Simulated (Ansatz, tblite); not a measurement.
Spin states of Tl₂H₂⁻, each relaxed with r2SCAN-D4/def2-TZVPD in Ansatz. Electronic energies in the gas phase.

In the def2 sets Tl takes a core potential; there is no spin–orbit coupling. The xTB rows come from tblite. Correlated methods freeze 8 core orbitals; core or outer-core shells of Tl are correlated, in sets that lack core-valence functions. The structure comes from a short search, and lower isomers may exist.

Doublet geometry:

```
atom    x (Å)    y (Å)    z (Å)
 Tl1   0.3974  -0.2358   1.5075
 Tl2  -0.3990  -0.4696  -1.4514
  H3  -1.2127   0.3812   0.2963
  H4   1.2143   0.3241  -0.3525
```

Quartet geometry:

| atom | x (Å) | y (Å) | z (Å) |
| --- | --- | --- | --- |
| Tl1 | 1.1349 | -1.0982 | 0.1866 |
| Tl2 | -1.1353 | 1.0979 | -0.1865 |
| H3 | 0.1260 | 0.3451 | 1.2649 |
| H4 | -0.1256 | -0.3448 | -1.2651 |

⟨S²⟩: doublet 0.75 at PBE0-D4/def2-TZVPD (pure 0.75), quartet 3.76 at PBE0-D4/def2-TZVPD (pure 3.75).

Only these spin states were relaxed.

```json
{"level": "GFN1-xTB", "quartet − doublet (kcal/mol)": "117.8", "lowest of these": "doublet", "remarks": "–"}
{"level": "HF/def2-TZVPD", "quartet − doublet (kcal/mol)": "45.6", "lowest of these": "doublet", "remarks": "–"}
{"level": "r2SCANh-D4/def2-TZVPD", "quartet − doublet (kcal/mol)": "56.3", "lowest of these": "doublet", "remarks": "HOMO above zero (doublet), HOMO above zero (quartet)"}
{"level": "PBE0-D4/def2-TZVPD", "quartet − doublet (kcal/mol)": "57.6", "lowest of these": "doublet", "remarks": "HOMO above zero (doublet), HOMO above zero (quartet)"}
{"level": "BHLYP-D4/def2-TZVPD", "quartet − doublet (kcal/mol)": "59.2", "lowest of these": "doublet", "remarks": "HOMO above zero (doublet), HOMO above zero (quartet)"}
{"level": "MP2/def2-TZVPPD", "quartet − doublet (kcal/mol)": "61.0", "lowest of these": "doublet", "remarks": "–"}
```

(1) Estimate the rows for GFN2-xTB, CAM-B3LYP-D4/def2-TZVPD, ωB97X-V/def2-TZVPD, RPA@PBE/def2-TZVPD, MP2/def2-TZVPD, CCSD(T)/def2-TZVPPD.

## Answers

(1) 
| level | quartet − doublet (kcal/mol) | lowest of these | remarks |
| --- | --- | --- | --- |
| GFN2-xTB | 168.3 | doublet | – |
| CAM-B3LYP-D4/def2-TZVPD | 59.7 | doublet | HOMO above zero (quartet) |
| ωB97X-V/def2-TZVPD | 61.0 | doublet | – |
| RPA@PBE/def2-TZVPD | 60.4 | doublet | – |
| MP2/def2-TZVPD | 60.9 | doublet | – |
| CCSD(T)/def2-TZVPPD | 58.8 | doublet | – |

The xTB methods have no term that favours high spin, so they put low spin too low.
